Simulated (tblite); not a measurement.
Problem. What does the GFN2-xTB structure of `C=C(C#CC([O])=O)SC` [radical] look like in three dimensions? (Doublet state.)

Solution. 
```
atom  x, y, z in Å
C1    -0.5832    2.0165    1.6300
C2    -0.4746    1.1511    0.6173
C3     0.5958    0.2510    0.4506
C4     1.5384   -0.4586    0.2009
C5     2.4808   -1.5864   -0.1922
O6     1.8006   -2.3061   -0.9182
O7     3.5951   -1.5423    0.2684
S8    -1.6862    1.0998   -0.6780
C9    -1.5180   -0.5986   -1.2839
H10    0.1844    2.0878    2.3808
H11   -1.4423    2.6568    1.7230
H12   -2.3371   -0.7557   -1.9789
H13   -1.5893   -1.2917   -0.4514
H14   -0.5649   -0.7240   -1.7905
```

Orientation and origin are arbitrary. Atoms count from 1 in this order. C5 (carbon bonded to C and 2 O) is planar (angles 139.3°, 116.5° and 104.1°, sum 360.0°, 0.01 Å off the plane of its three neighbours). C1 (carbon bonded to C and 2 H) is planar (angles 121.1°, 120.9° and 118.0°, sum 360.0°, 0.00 Å off the plane of its three neighbours). C2 (carbon bonded to 2 C and S) is planar (angles 124.4°, 121.1° and 114.5°, sum 360.0°, 0.02 Å off the plane of its three neighbours). The C–S distances run from 1.774 Å (C2–S8, drawn single) to 1.811 Å (S8–C9, drawn single), a spread of 0.037 Å.

Bonds between heavy atoms (Å): C1=C2 1.337, C2–C3 1.408, C3≡C4 1.206, C4–C5 1.521, C5–O6 1.228, C5=O7 1.207, C2–S8 1.774, S8–C9 1.811.

Structure optimised with GFN2-xTB, isolated species. This method treats the open shell by occupation alone, without spin polarisation.

Point group: C1 (no symmetry element, even within 0.4 Å). Its lowest GFN2-xTB frequency is 13i cm⁻¹, too small to tell a flat minimum from a shallow saddle. Torsions: C1–C2–S8–C9 -155°. 3 starts were optimised and ended at 0.00, 3.24 and 3.25 kcal/mol (GFN2-xTB); the lowest of these is shown.

Hardware: one thread, Arm Neoverse V1 (aarch64), shared host with 32 logical CPUs at a one-minute load of 26. Cost: 0.89 s of wall time. That covers the optimisation of the geometry.

One conformer stands for the species.

All values are computed, not measured.
